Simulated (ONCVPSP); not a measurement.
# Scattering properties, ONCV potential for B (Z = 5)

B (Z = 5), optimised norm-conserving Vanderbilt (ONCV), made with ONCVPSP 4.0.1 (PBEsol, fully relativistic). Core [He], reference 2s2 2p0.5 (charge +0.5). Waves: 2s: rc 1.60 bohr, ncon 4, nbas 8, qcut 3.8 1/bohr, local; 2p: rc 2.55 bohr, ncon 3, nbas 7, qcut 5.5 1/bohr, 2 projectors, debl 2.1 Ha; d scattering state at 0.37 Ha: rc 2.70 bohr, ncon 4, nbas 9, qcut 4.1 1/bohr, 1 projector. Local part: the s channel. Core correction: none.

Open shells are filled in proportion to 2j + 1.

The phase is arctan(r·R′/R) of the radial function R(r), unwrapped; energies in Ha, scanned from -2 to 5 Ha. A pole is an energy at which the radial function vanishes at the test radius. The pseudo phase is shifted by a multiple of π to meet the all-electron one at the reference energy, and phase errors are pseudo minus all-electron; the curves can meet again beyond the range given. Levels narrower than the energy grid can be missing from the lists of poles.

```
channel  radius (bohr)  reference energy (Ha)  poles, all-electron  poles, pseudo  unbroken range about the reference energy with phases within 0.05 rad  phase error 1 Ha above the reference energy (rad)
      s           1.63                  -0.52                 1.33           1.14                                                              below 1.5                                             -0.013
   p3/2           2.59                  -0.29          -0.01, 2.35    -0.01, 2.36                                                              below 3.4                                             +0.022
   p1/2           2.59                  -0.29          -0.01, 2.35    -0.01, 2.36                                                              below 3.4                                             +0.022
   d5/2           2.74                   0.37           1.22, 4.11     1.23, 4.47                                                              below 2.0                                             +0.005
   d3/2           2.74                   0.37           1.22, 4.11     1.23, 4.47                                                              below 1.9                                             +0.006
```

Phases in the p3/2 channel:

```csv
E (Ha),all-electron,pseudo
-1.98,1.303,1.304
-1.62,1.256,1.257
-1.26,1.175,1.176
-0.90,0.986,0.987
-0.54,0.099,0.101
-0.18,-1.368,-1.368
0.18,-1.732,-1.730
0.54,-2.143,-2.133
0.90,-3.593,-3.571
1.26,-4.353,-4.351
1.62,-4.549,-4.549
1.98,-4.644,-4.644
2.34,-4.710,-4.709
2.70,-4.770,-4.766
3.06,-4.844,-4.831
3.42,-4.975,-4.930
3.78,-5.418,-5.154
4.14,-7.096,-6.119
4.50,-7.568,-7.317
4.86,-7.696,-7.585
```
